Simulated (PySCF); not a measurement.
Gallium: highly charged ions in a basis for the neutral atom

Ga²³⁺ [He] 2s2 2p4, Ga²⁴⁺ [He] 2s2 2p3. Computed with PySCF 2.14 in jorge-DZP-DKH (8s6p2d1f, 43 functions), with the spin-free X2C one-electron Hamiltonian (Gaussian nucleus). No spin-orbit coupling, so a gap to NIST mixes the basis error with missing relativistic terms.

Changed run: basis of the neutral atom used for a highly charged ion. This setting is unsound on purpose.

| species | method | sound run (hartree) | changed run (hartree) | converged |
| --- | --- | --- | --- | --- |
| Ga²³⁺ | UHF | not run | -1531.25476 | yes |
| Ga²³⁺ | MN15 | not run | -1532.62299 | yes |
| Ga²³⁺ | M06-L | not run | -1531.67051 | yes |
| Ga²⁴⁺ | UHF | not run | -1448.50451 | yes |
| Ga²⁴⁺ | MN15 | not run | -1449.81178 | yes |
| Ga²⁴⁺ | M06-L | not run | -1448.80382 | yes |

Ionisation energy of Ga²³⁺:

```tsv
method	changed run (eV)	NIST (eV)
UHF	2251.7	2258 ± 5
MN15	2253.4	2258 ± 5
M06-L	2254.9	2258 ± 5
```

The contracted functions were made for the neutral atom and can be too rigid for a highly charged ion.
